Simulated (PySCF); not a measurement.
C2H3BClFO2, SMILES C(C)(OB(F)Cl)=O. Geometry optimised at PBE-D3(BJ)/def2-SVP. Other conformers were not sampled.

Computed equilibrium geometry at PBE-D3(BJ)/def2-SVP (PySCF confirms it by a frequency run) as a Z-matrix (one conformer of several):
```
C
O 1 1.2035
O 1 1.3954 2 122.27
B 3 1.3713 1 126.95 2 30.32
F 4 1.3279 3 116.81 1 -158.16
C 1 1.5028 2 127.26 3 -177.62
H 6 1.1032 1 109.91 2 1.67
H 6 1.1081 7 110.47 1 -121.46
H 6 1.1089 7 110.14 8 -117.65
Cl 4 1.7575 5 119.22 3 176.28
```
Charge 0, spin multiplicity 1.
